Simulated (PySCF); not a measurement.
A structure optimised at PBE-D3(BJ)/def2-SVP, used in a PySCF frequency run:

```
N
H 1 1.0296
H 1 1.0296 2 108.43
H 1 1.0296 2 108.43 3 117.54
B 1 1.7018 2 110.49 3 -121.23
F 5 1.3775 1 103.60 2 60.00
F 5 1.3775 6 114.65 1 -112.16
F 5 1.3775 6 114.65 7 -135.68
```
Charge 0, spin multiplicity 1.

### Question
Write its SMILES, formula and point group.

### Answer
[NH3+][B-](F)(F)F, BF₃H₃N, C3v

### Question
What are its rotational constants (standard atomic weights)?

### Answer
4.8143, 4.5816, 4.5816 GHz
